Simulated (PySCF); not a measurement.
These are ωB97X-D3(BJ)/def2-TZVP // PBE0-D3(BJ)/def2-TZVP run with PySCF 2.14.0 values and carry that method's errors. All species are isolated molecules in the gas phase. One relaxed conformer stands for a flexible species; it need not be the lowest. Excitations are Tamm–Dancoff values on a coarser integration grid. The basis has no diffuse functions, so Rydberg states are missing or too high.

Reference species (SMILES): `C=[SiH2]` (neutral, multiplicity 1).

- brightest of the four lowest singlets (TDA) = 5.60 eV
- HOMO–LUMO gap = 9.66 eV
- S1 oscillator strength = 0.362
- S1 excitation (TDA) = 5.60 eV

Changed species: `[SiH](CC)=C` (C–Si–C–C torsion 1°) (X = ethyl; the reference has X = H).

Q: What does the change do to the brightest of the four lowest singlets (TDA), HOMO–LUMO gap, S1 oscillator strength and S1 excitation (TDA)?

A: the brightest of the four lowest singlets (TDA) rises by 0.14 eV, to 5.74 eV; the HOMO–LUMO gap increases by 0.22 eV, to 9.88 eV; the S1 oscillator strength decreases by 0.018, to 0.344; the S1 excitation (TDA) rises by 0.14 eV, to 5.74 eV.
